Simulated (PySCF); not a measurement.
**How methods differ on the fine-structure interval of Xe⁺**

Xe⁺ [Kr] 4d10 5s2 5p5 [5p1/2^2 5p3/2^3, M_J = 3/2] → Xe⁺ [Kr] 4d10 5s2 5p5 [5p1/2^1 5p3/2^4, M_J = 1/2], as a difference of total energies. Calculation: PySCF 2.14, in x2c-SVPall-2c (6s8p4d, 50 functions); the two-component X2C-1e Hamiltonian. Correlated levels: [Ar] 3d10 frozen; the 6 highest virtual spinors dropped. "Screened" scales the spin-orbit matrix elements by Boettger's factors to mimic the two-electron term; Breit and QED terms are absent.

```json
{"method": "GHF (screened spin-orbit)", "fine-structure interval (cm⁻¹)": "10505"}
{"method": "GMP2 (screened spin-orbit)", "fine-structure interval (cm⁻¹)": "10634"}
{"method": "GHF (bare spin-orbit)", "fine-structure interval (cm⁻¹)": "10934"}
```

Errors of the correlated levels include the incompleteness of this basis and the frozen core.

For comparison: 10537 cm⁻¹ (measured; NIST Handbook of Basic Atomic Spectroscopic Data (Sansonetti and Martin, J. Phys. Chem. Ref. Data 34, 1559 (2005))).
